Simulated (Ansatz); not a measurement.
Molecule: C2H10NSi2, charge -1, multiplicity 1. It need not be the lowest isomer of its formula. Whether it binds its extra electron was not tested at this geometry. 
Structure (B3LYP-D3(BJ)/def2-TZVP (Ansatz, a first-principles code) minimum search):
SMILES: [CH2-][SiH](C)N[SiH3]
```xyz
15

Si    -0.9378     0.1857    -0.5768
C     -1.8424     1.6851    -0.6649
C     -1.3228    -1.1692     0.7284
N      0.8059     0.4506    -0.2082
Si     1.9921    -0.5057     0.5366
H     -1.0189    -0.5610    -1.8846
H     -2.4873     1.8865    -1.5150
H     -1.9944     2.3434     0.1874
H     -2.3242    -1.5686     0.5482
H     -0.6188    -2.0115     0.7129
H     -1.3121    -0.7424     1.7365
H      1.0770     1.3779    -0.5055
H      2.0858    -1.8882    -0.0217
H      3.3467     0.1092     0.3708
H      1.8353    -0.7149     2.0104
```
Charge -1, spin multiplicity 1.

Basis-set convergence of Hartree-Fock and CCSD correlation energies (hartree) with Ansatz. Valence correlation only, unless marked. Spin-orbit coupling is left out. Non-relativistic. This anion needs diffuse functions, which these sets lack.

```
basis        functions       E(HF)  E(corr, CCSD)
-----------  ---------  ----------  -------------
cc-pV(D+d)Z        138  -713.88670       -0.75063
cc-pV(T+d)Z        308  -713.96942       -0.90229
cc-pV(Q+d)Z        593         [?]            [?]
```

Task: Fill in the missing entries.

Result: 
- cc-pV(Q+d)Z, E(HF): -713.98966
- cc-pV(Q+d)Z, E(corr, CCSD): -0.94954
